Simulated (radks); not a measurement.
Results of a calculation; reference values are marked as such.
Species: I1.9+. Configuration: [Kr] 4d(up 5, down 4.1) 5s2 5p4 (fractional occupations, a model configuration).

Code: a radial shooting solver on a logarithmic mesh with Libxc functionals. Model: scalar-relativistic Kohn-Sham, PBE, spin-polarised, spherical densities, point nucleus; open shells are filled with parallel spins first (spin-orbit coupling, left out, can overturn this in heavy ions).

Energy parts (hartree):
part                        energy
total                  -7113.79143
kinetic                 7467.49397
electron-nucleus      -17164.67568
Hartree                 2763.40203
exchange-correlation    -180.01175

Orbitals (lengths in bohr, moments of r in powers of bohr; r(90%) holds 90 % of the orbital's charge):
orbital	occ.	eigenvalue (hartree)	r(90%)	<r^4>
1s up	1	-1213.222	0.0490	2.642e-06
1s down	1	-1213.219	0.0490	2.642e-06
2s up	1	-188.3475	0.181	0.0004502
2s down	1	-188.3344	0.181	0.0004502
2p up	3	-169.1516	0.167	0.0003255
2p down	3	-169.1400	0.167	0.0003255
3s up	1	-38.83972	0.461	0.01931
3s down	1	-38.83151	0.461	0.01930
3p up	3	-32.62104	0.468	0.02029
3p down	3	-32.61163	0.468	0.02027
3d up	5	-23.31482	0.453	0.01771
3d down	5	-23.30186	0.453	0.01769
4s up	1	-7.63294	1.06	0.5500
4s down	1	-7.59081	1.06	0.5496
4p up	3	-5.67199	1.15	0.7503
4p down	3	-5.62989	1.15	0.7488
4d up	5	-2.80275	1.37	1.526
4d down	4.1	-2.75946	1.37	1.510
5s up	1	-1.39450	2.63	20.72
5s down	1	-1.32907	2.64	21.10
5p up	3	-0.94971	3.10	39.75
5p down	1	-0.88558	3.15	42.46

The highest occupied level is 5p down at -24.098 eV. Spin moment in Bohr magnetons: 2.9. Summed over all electrons, <r^2> = 44.27 bohr^2, which gives a Langevin (diamagnetic) susceptibility term of -35.1 x 10^-6 cm^3/mol.
